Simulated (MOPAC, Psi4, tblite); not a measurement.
Intermolecular potential of O2S ··· H6Si2 (SMILES O=S=O and [SiH3][SiH3]). Monomers: optimised at B3LYP-D3(BJ) (def2-TZVP), held rigid. Orientation: lowest of the rigid-body minima from ten starts at GFN2-xTB. The monomers approach along the line of their centres of mass (distance R); nothing else relaxes.

- PBE/def2-TZVP, counterpoise-corrected (Psi4)
- GFN2-xTB (tblite)
- PM3, restricted, heats of formation (MOPAC)
- SAPT0/jun-cc-pVDZ, frozen core (Psi4)

Interaction energies in kJ/mol:

```tsv
R / Å	PBE/def2-TZVP	GFN2-xTB	PM3
2.57	88.64	8.80	76.52
2.81	44.52	-15.10	46.56
3.02	22.99	-23.08	31.16
3.19	12.62	-24.43	21.20
3.41	4.87	-22.65	12.40
3.56	1.88	-20.42	8.75
3.92	-1.28	-14.76	4.06
4.17	-1.83	-11.58	2.34
4.72	-1.50	-6.89	0.43
5.36	-0.70	-3.86	-0.30
6.39	-0.13	-1.65	-0.46
7.69	-0.03	-0.69	-0.36
```

**Question.** What does SAPT0/jun-cc-pVDZ give at the same points?

**Answer.** 2.57: 84.42; 2.81: 41.96; 3.02: 20.13; 3.19: 9.21; 3.41: 1.02; 3.56: -1.99; 3.92: -4.54; 4.17: -4.44; 4.72: -2.99; 5.36: -1.59; 6.39: -0.58; 7.69: -0.20 (kJ/mol).
